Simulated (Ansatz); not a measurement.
Gas-phase electronic energies from Ansatz, PBE0-D4/def2-TZVP geometries. CCSD(T)/CBS adds triple-zeta CCSD(T) − MP2 to the extrapolated MP2 energy (def2 sets, frozen cores). Functionals use def2-TZVPP. def2 core potentials past Kr. For Ga, In, Se outer-core shells are correlated without core-valence functions, which leaves a few kJ/mol of doubt a bond. Scalar relativity is left out up to krypton. One conformer a species, not always the lowest.

Consider the redistribution: `[OH][GaH][SeH]` + `O[CH2][In]([F])[F]` → `[OH][Ga]([OH])[SeH]` + `[CH3][In]([F])[F]`.

CCSD(T)/CBS gives -42.7 kcal/mol.

Task: Another level gave -44.7 kcal/mol. Which?
A. SCS-MP2/def2-TZVPP
B. CCSD(T)/def2-TZVPP
C. ωB97M-V/def2-TZVPP
D. r2SCAN/def2-TZVPP

Result: A. SCS-MP2/def2-TZVPP -44.7, ωB97M-V -40.6, CCSD(T)/def2-TZVPP -43.2, r2SCAN -38.9 kcal/mol.

Largest T1 diagnostic among the species: 0.016.

Leaving LDA and LC-ωPBE aside and taking each functional with its dispersion term where it has one, the values, not all of them listed here, spread over 7.0 kcal/mol, from PBE-QIDH to PBE-D4. LDA lies +2.4 kcal/mol from PBE without D4. At CCSD(T), def2-SVP lies +1.3 kcal/mol from the extrapolated value and def2-TZVPP −0.5 kcal/mol. From PBE to PBE0 (25 % exact exchange), in def2-TZVPP and without D4, ΔE moves by −2.8 kcal/mol.
